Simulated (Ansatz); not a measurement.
Consider the cleavage of the Al–Si bond: `C[SiH](N)[AlH2]` + HI → `[AlH2][I]` + `C[SiH2]N`.

Computed with Ansatz on PBE0-D4/def2-TZVP structures; ΔE is electronic, products minus reactants. CBS: MP2 limit from def2 TZ/QZ plus the TZ coupled-cluster correction, frozen cores. Functionals use def2-TZVPP. B3LYP here is the variant with VWN-RPA as its local correlation; programs differ in this. Elements past krypton have def2 core potentials. For I outer-core shells are correlated without core-valence functions, which leaves a few kJ/mol of doubt a bond. One conformer a species, not always the lowest.

`C[SiH](N)[AlH2]`:

Cartesian coordinates in Å:
```
C -0.407 0.445 1.630
Si -0.497 -0.095 -0.175
N -0.482 1.193 -1.331
Al 1.326 -1.630 -0.797
H 0.530 0.962 1.851
H -1.231 1.123 1.870
H -0.482 -0.421 2.295
H -1.821 -0.776 -0.328
H 0.391 1.596 -1.629
H -1.224 1.875 -1.363
H 1.361 -3.149 -0.318
H 2.536 -1.121 -1.704
```

HI:

```xyz
2

I     0.241   -0.768    0.016
H    -0.241    0.768   -0.016
```

`[AlH2][I]`:

Cartesian coordinates in Å:
```
Al 0.089 -0.224 0.068
I -0.789 1.988 -0.602
H 1.153 -0.908 -0.874
H -0.452 -0.855 1.407
```

`C[SiH2]N`:

```xyz
10

C     0.062    1.213    0.694
Si    0.368   -0.131   -0.571
N    -0.504   -1.598   -0.353
H     0.662    2.099    0.464
H     0.329    0.877    1.699
H    -0.989    1.513    0.705
H     1.815   -0.480   -0.546
H    -0.001    0.395   -1.915
H    -0.253   -2.242    0.379
H    -1.489   -1.647   -0.556
```

| level | ΔE (kcal/mol) |
| --- | --- |
| B3LYP-D4 | -39.5 |
| CCSD/CBS(def2) | -41.9 |

Question: What does CCSD(T)/CBS give? (An estimate is asked.)

Answer: Computed: -41.5 kcal/mol. The listed levels differ from it by 2.0, -0.4 kcal/mol.

Largest T1 diagnostic among the species: 0.011.

The D4 term adds +0.9 kcal/mol with B3LYP and +0.6 kcal/mol with PBE0; it sums over pairs of atoms, weighted by their polarisabilities, and B3LYP, whose exchange is more repulsive, gets the larger term. In def2-TZVPP, CCSD(T) changes the Hartree–Fock value by +5.8 kcal/mol (the triples alone add +0.5 kcal/mol) and MP2 by +2.2 kcal/mol. From PBE to PBE0 (25 % exact exchange), in def2-TZVPP and without D4, ΔE moves by −2.1 kcal/mol.
